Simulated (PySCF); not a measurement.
**Static response to an electric field**

C₅H₈FN.
Geometry (GFN2-xTB, Å), atoms numbered from 1 in this order:
```xyz
15
C5H8FN angstrom
F     -2.111   -1.232   -0.523
C     -1.125   -0.457    0.059
C      0.224   -1.155   -0.064
C      1.281   -0.275    0.599
C      1.106    1.161    0.190
N      0.098    1.680   -0.347
C     -1.073    0.905   -0.639
H     -1.411   -0.345    1.114
H      0.453   -1.284   -1.124
H      0.182   -2.142    0.399
H      2.285   -0.610    0.333
H      1.197   -0.331    1.689
H      1.941    1.825    0.384
H     -1.941    1.514   -0.370
H     -1.110    0.754   -1.724
```

Level: PBE0/def2-SVPD (PySCF), static field, nuclei fixed, core orbitals frozen in the response. The polarisability tensor in these axes (au):

```
x   71.63 -0.33  7.99
y   -0.33 64.24 -2.32
z    7.99 -2.32 55.91
```

Give the principal values, the mean and the anisotropy Δα = √{½[(α1 − α2)² + (α2 − α3)² + (α1 − α3)²]}.

Principal values 52.23, 64.44 and 75.11 au; mean 63.93 au = 9.47 Å³ = 10.54 × 10⁻⁴⁰ C²·m²/J; Δα = 19.83 au (31 % of the mean).

What is the dipole moment, and where does it point?

(1.86, -0.88, 1.24) D, 2.40 D in size, pointing from the negative to the positive side. Measured along this direction, the outermost atoms are H14 at the negative end and H11 at the positive end.

Refractivity n − 1 of an ideal gas of it at 500 K and 1 atm, from the electronic α?

N = p/kT = 1.4678 × 10¹⁹ cm⁻³, so n − 1 = 2π × N × 9.47 × 10⁻²⁴ cm³ = 874 × 10⁻⁶ at long wavelengths.

Give the principal axes and the span of the nuclei along them.

Largest value along (0.91, -0.11, 0.39), where the nuclei span 4.37 Å; middle along (0.17, 0.98, -0.11), 4.18 Å; least along (-0.37, 0.17, 0.91), 2.89 Å. The response follows the extents in order.

Estimate the molar refractivity from the static electronic polarisability.

Lorentz–Lorenz: R = (4π/3)N_A α = 2.5225 cm³/(mol·Å³) × 9.47 Å³ = 23.9 cm³/mol, in the limit of long wavelengths.

The structure is a single GFN2-xTB conformer in the gas phase; no vibrational or solvent corrections.
